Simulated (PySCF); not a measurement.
C6H5FO.
Geometry (GFN2-xTB, Å), atoms numbered from 1 in this order:
```
atom  x, y, z in Å
C1     2.4750    0.9910    0.5483
C2     1.8373    0.0609    0.1492
C3     1.0223   -1.0491   -0.3070
C4    -0.3891   -0.8557    0.2130
O5    -0.8927   -1.5636    1.0499
C6    -1.1231    0.3028   -0.3625
C7    -2.3187    0.7044    0.0480
F8    -0.4949    0.9466   -1.3683
H9     3.0620    1.7939    0.8806
H10    1.4234   -1.9894    0.0779
H11    1.0156   -1.0635   -1.4007
H12   -2.8174    1.5495   -0.3920
H13   -2.8040    0.1728    0.8457
```

A PySCF run (density fitting, gas phase, GFN2-xTB geometry) gave HOMO -8.94 eV, LUMO -0.81 eV, dipole 1.23 D and E = -406.551 Eh.

Question: Which of these levels was it?
A. CAM-B3LYP/ANO-RCC-VDZP
B. PBE0/def2-SVPD
C. HSE06/MINI
D. HF/6-31++G**
E. PBE0/IGLO-II

Answer: A. It is CAM-B3LYP/ANO-RCC-VDZP. All candidates on this geometry:

```csv
level and settings,kind,basis functions,SCF cycles,E (Eh),HOMO (eV),LUMO (eV),dipole (D)
"HSE06/MINI, fitting basis def2-qzvpp-jkfit, energy threshold 1e-07 Eh","screened hybrid, exact exchange at short range",45,10,-403.0841,-8.93,-4.10,0.81
PBE0/def2-SVPD,global hybrid,206,16,-405.8706,-7.74,-2.22,1.32
"PBE0/IGLO-II, fitting basis def2-universal-jkfit, level shift 0.1 Eh",global hybrid,206,11,-406.2594,-7.68,-2.09,1.21
"CAM-B3LYP/ANO-RCC-VDZP, fitting basis def2-universal-jkfit",range-separated hybrid,137,12,-406.5510,-8.94,-0.81,1.23
HF/6-31++G**,Hartree–Fock,174,12,-404.3401,-10.71,1.13,1.41
```

The nearest other candidate, by the summed differences of HOMO and LUMO, is PBE0/IGLO-II: its HOMO differs by +1.26 eV and its LUMO by -1.28 eV. Cycle counts include a coarse-grid stage where the run had one. All basis functions are spherical, in the Pople sets too. ANO-RCC sets were contracted for a scalar-relativistic Hamiltonian, but ran non-relativistically here. At HF/6-31++G** the closed-shell solution lies near or past a triplet instability.
